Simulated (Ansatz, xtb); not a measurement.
# Two isomers of C4H3BBrCl

We compare a, `ClB1C=CC=C1Br`, a singlet, with b, `ClC1=CB(Br)C=C1`, a singlet. Both are isolated molecules in the gas phase, relaxed with B3LYP-D3(BJ)/def2-SVP.

a (Å):

```xyz
10

C     0.7275   -1.5999    1.1400
C    -0.2532   -1.9694    0.2867
C    -0.6139   -0.8937   -0.7074
C     0.1423    0.2017   -0.5048
B     1.0995   -0.1373    0.7209
Br    0.0688    1.8036   -1.4840
Cl    2.2909    0.9258    1.4128
H     1.1280   -2.2352    1.9300
H    -0.7653   -2.9369    0.2763
H    -1.3857   -1.0233   -1.4694
```

b (Å):

```xyz
10

C     0.2644   -0.2433    1.1942
C     0.4114   -1.5843    1.1592
C     0.1138   -0.5478   -1.1326
C     0.0855    0.3897   -0.1692
B     0.3278   -1.9152   -0.3633
Br    0.4589   -3.6433   -1.1591
Cl    0.2618    0.7724    2.5901
H     0.5515   -2.2176    2.0330
H     0.0065   -0.3442   -2.1984
H    -0.0435    1.4696   -0.2760
```

Quicker runs give these differences E(b) − E(a): GFN2-xTB −25.37 kJ/mol; HF/STO-3G +0.45 kJ/mol (at GFN2-xTB geometries); r2SCAN-D4/def2-SVP −0.75 kJ/mol (at GFN2-xTB geometries).

**Question.** Which of the two would you expect CCSD(T)/def2-SVP + ΔMP2/def2-TZVPP electronic energies to favour?

**Answer.** Too close to call at this level: CCSD(T)/def2-SVP + ΔMP2/def2-TZVPP gives E(b) − E(a) = +3.74 kJ/mol.

Level by level:

| level | geometry | E(b) − E(a) (kJ/mol) | departure from the last row (kJ/mol) | job, with rough time for the two |
| --- | --- | --- | --- | --- |
| GFN2-xTB | GFN2-xTB | −25.37 | −29.11 | optimisation, 0.28 s |
| HF/STO-3G | GFN2-xTB | +0.45 | −3.29 | single point, 1 s |
| r2SCAN-D4/def2-SVP | GFN2-xTB | −0.75 | −4.49 | single point, 5.6 s |
| B3LYP-D3(BJ)/def2-SVP | B3LYP-D3(BJ)/def2-SVP | +6.30 | +2.56 | optimisation, 64 s |
| HF/def2-SVP | B3LYP-D3(BJ)/def2-SVP | +10.17 | +6.42 | part of the CCSD(T) run |
| MP2/def2-SVP | B3LYP-D3(BJ)/def2-SVP | +4.30 | +0.56 | part of the CCSD(T) run |
| CCSD(T)/def2-SVP | B3LYP-D3(BJ)/def2-SVP | +7.02 | +3.28 | single point |
| CCSD(T)/def2-SVP + ΔMP2/def2-TZVPP | B3LYP-D3(BJ)/def2-SVP | +3.74 |  | single point, 1.7 min |

As drawn, b has 1 C–Cl, 1 B–Br in place of 1 B–Cl, 1 C–Br.

The largest departure from CCSD(T)/def2-SVP + ΔMP2/def2-TZVPP is that of GFN2-xTB, 29.11 kJ/mol. The last row adds to CCSD(T) the change of the MP2 difference between the two basis sets, here −3.28 kJ/mol.

With thermal terms from frequencies at re-optimised GFN2-xTB minima (ideal gas, soft modes damped towards free rotors, one conformer each, 298.15 K, 1 atm): the zero-point term adds +0.95 kJ/mol; ΔH is +4.36 and ΔG +5.09 kJ/mol.

The correlated steps freeze 19 core orbitals; the filled d shell of Br is correlated, in a basis made for valence electrons. Programs: Ansatz 0.2.0, xtb 6.7.1; the last row on 2 threads of Intel(R) Xeon(R) Platinum 8259CL CPU @ 2.50GHz (Skylake/Cascade Lake) on a shared host.
